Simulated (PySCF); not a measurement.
**Assigning NMR signals**

Atom-mapped SMILES (the numbers label the heavy atoms): `[CH2:1]=[C:2]([F:3])[C:4](=[O:5])[O:6][CH2:7][CH3:8]`. Each H is labelled by its parent atom. Ha(C1) is cis to F3; Hb(C1) is trans to F3.

All values are calculated (PySCF 2.14.0 with density-fitted response routines): σ from GIAO-PBE0/pcSseg-1, GFN2-xTB structure. A single conformation, relativity neglected, isolated molecule, averaged over atoms made equivalent by symmetry, fast rotation or ring inversion.

Shifts are taken against calculated references (same method and geometry level): ¹³C (σ = 186.93 ppm), ¹H (σ = 31.72 ppm) against TMS.

**Question.** Assign these signals to the numbered atoms. ¹³C{¹H} NMR (computed): δ 167.5, 165.5, 110.4, 64.6, 15.8.

**Answer.** 
167.5 → C4, ester carbonyl carbon: it is a carbonyl in resonance with an O or N lone pair, the region of acids, esters and amides
165.5 → C2, α carbon of a C=C–C=O unit
110.4 → C1, β carbon of a C=C–C=O unit
64.6 → C7, sp3 CH2 bonded to O: deshielded by the electronegative neighbour
15.8 → C8, methyl carbon: a saturated carbon with 1 carbon neighbour and no heteroatom attached

**Question.** Assign these signals to the numbered atoms. ¹H NMR (300 MHz, computed): δ 6.08 (m, 1H), 5.55 (m, 1H), 4.28 (q, 2H), 1.46 (t, 3H).

**Answer.** 
```tsv
δ (ppm)	atoms	environment	reason
6.08	Hb(C1)	hydrogen on a β carbon of a C=C–C=O unit	olefinic region
5.55	Ha(C1)	hydrogen on a β carbon of a C=C–C=O unit	–
4.28	H(C7)	hydrogen on an sp3 CH2 bonded to O	its carbon carries O, an electronegative neighbour
1.46	H(C8)	hydrogen on a methyl carbon	–
```

Splittings by ¹⁹F in the carbon and heteronuclear signals aren't shown, as no couplings were computed. Shifts are as computed. Against solution values, carbons near 30 ppm lie about +3 ppm off and those near 130 ppm about +5 ppm. Of 1211 compounds with measured shifts, 218 miss one by over three times the rms of a fit or turn the order of signals round; such compounds aren't used in these exercises. Multiplicities follow the n + 1 count of equivalent neighbours, as no J values were calculated; m marks all less simple cases, F and P coupling included.
